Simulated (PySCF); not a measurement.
C6H10, SMILES C#CCCCC. Atoms are numbered in the order given.

```xyz
16

C      2.3787     0.3145    -1.0932
C      1.5421    -0.3543    -0.5024
C      0.5289    -1.1237     0.2166
C     -0.3273    -0.2779     1.1863
C     -1.0819     0.8846     0.5291
C     -2.0880     0.4610    -0.5431
H      3.1230     0.8951    -1.6190
H      1.0271    -1.9400     0.7838
H     -0.1282    -1.6330    -0.5227
H      0.3331     0.1192     1.9858
H     -1.0494    -0.9614     1.6844
H     -1.6071     1.4530     1.3265
H     -0.3427     1.5882     0.0881
H     -1.5897    -0.0141    -1.4130
H     -2.6531     1.3322    -0.9311
H     -2.8279    -0.2647    -0.1432
```

Coordinates come from a PBE-D3(BJ)/def2-SVP optimisation. Other conformers were not sampled.

All values below come from M06-2X/def2-TZVP (PySCF).

Isolated molecule, no solvent.

```yaml
total_energy: -234.55974 hartree
highest_occupied_level: -8.83 eV
lowest_empty_level: 1.54 eV
orbital_gap: 10.38 eV
dipole_moment: 0.75 D
quadrupole, principal values (traceless, Buckingham form, about the centre of nuclear charge): -2.72, -2.45, 5.18 D·Å
mean_static_polarisability: 70.2 bohr³ (10.41 Å³)
polarisability_principal_values: 59.4, 65.6, 85.8 bohr³
```
